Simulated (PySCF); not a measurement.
## A survey of 29Si NMR shifts

Fast rotation and ring inversion assumed for equivalent nuclei, gas phase, single conformer, non-relativistic Hamiltonian. Structure optimised with GFN2-xTB; GIAO PBE0/pcSseg-1 shieldings; PySCF 2.14.

Shieldings were converted by a linear fit to measured shifts: 29Si: δ = 279.94 − 0.822σ (rms 8.9 ppm, 72 shifts, 25.8 ppm with the 6 outliers that the fit left out vs TMS, solution or neat liquid). Occasional misses reach two or three times the rms, and more in compound classes unlike the fitted ones.

Give the 29Si shifts of `O=CC#CC#C[SiH2]F`, `O=C[SiH]1CC1`, `C#CC[SiH2]O`, `CC#C[SiH2]O[Si@@H]1C=C[SiH2]N1`, `O=C=C(Cl)[SiH2]C[SiH3]`.

Results:


```csv
compound,environment,δ (ppm)
O=CC#CC#C[SiH2]F,"silicon bonded to C, F, 2 H",-31.7
O=C[SiH]1CC1,"silicon bonded to 3 C, H, in a 3-membered ring",-126.2
C#CC[SiH2]O,"silicon bonded to C, O, 2 H",-26.1
[CH3:1][C:2]#[C:3][SiH2:4][O:5][Si@@H:6]1[CH:7]=[CH:8][SiH2:9][NH:10]1,"Si6: silicon bonded to C, N, O, H, in a 5-membered ring",-29.9
[CH3:1][C:2]#[C:3][SiH2:4][O:5][Si@@H:6]1[CH:7]=[CH:8][SiH2:9][NH:10]1,"Si9: silicon bonded to C, N, 2 H, in a 5-membered ring",-36.9
[CH3:1][C:2]#[C:3][SiH2:4][O:5][Si@@H:6]1[CH:7]=[CH:8][SiH2:9][NH:10]1,"Si4: silicon bonded to C, O, 2 H",-54.2
[O:1]=[C:2]=[C:3]([Cl:4])[SiH2:5][CH2:6][SiH3:7],"Si5: silicon bonded to 2 C, 2 H",-34.3
[O:1]=[C:2]=[C:3]([Cl:4])[SiH2:5][CH2:6][SiH3:7],"Si7: silicon bonded to C, 3 H",-67.4
```
